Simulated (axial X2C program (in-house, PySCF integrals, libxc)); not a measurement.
Spin–orbit effects down a group: molecules with Ni (ions), PBE0

Calculated with an axial X2C code built on PySCF integrals, spin-free (one-electron X2C) or two-component (2c: spin–orbit coupling with atomic mean-field Coulomb and Gaunt terms, which also bring small scalar terms), in Dyall basis sets with cores contracted in-house; open shells are unrestricted.

Basis sets: Ni dyall-cv3z, O dyall-av3z, Se dyall-cv3z, Te dyall-cv3z.

```json
{"molecule": "NiO⁺", "spin-free state": "M_S = 3/2, Λ = 0", "Re (Å)": "1.617", "ωe (cm⁻¹)": "723.9", "De (eV)": "2.42", "2c state": "Ω = 3/2", "Re 2c (Å)": "1.618", "ωe 2c (cm⁻¹)": "722.2", "De 2c (eV)": "n/a"}
{"molecule": "NiSe⁺", "spin-free state": "M_S = 3/2, Λ = 0", "Re (Å)": "2.193", "ωe (cm⁻¹)": "291.8", "De (eV)": "2.53", "2c state": "Ω = 3/2", "Re 2c (Å)": "2.195", "ωe 2c (cm⁻¹)": "290.6", "De 2c (eV)": "n/a"}
{"molecule": "NiTe⁺", "spin-free state": "M_S = 3/2, Λ = 0", "Re (Å)": "2.409", "ωe (cm⁻¹)": "238.8", "De (eV)": "2.61", "2c state": "Ω = 3/2", "Re 2c (Å)": "2.414", "ωe 2c (cm⁻¹)": "235.5", "De 2c (eV)": "n/a"}
```

Fragments in 2c: Ni+ + O, Se + Ni+, Te + Ni+. Each entry is the lowest single determinant of a limited PBE0 search at one distance. De goes to single-determinant-based atoms at the same level (for ions the charge split of lowest energy) and is withheld (n/a) where an atom does not fit its ground term or J level. Main or longest-lived isotopes. One determinant is a doubtful description, or other states lie close, for NiO⁺, NiSe⁺, NiTe⁺; these need not be ground states, and all values refer to the states named. With several unpaired electrons the Ω given is that of one determinant, not necessarily of the lowest component. The functionals have no current term, which raises determinants with orbital currents.
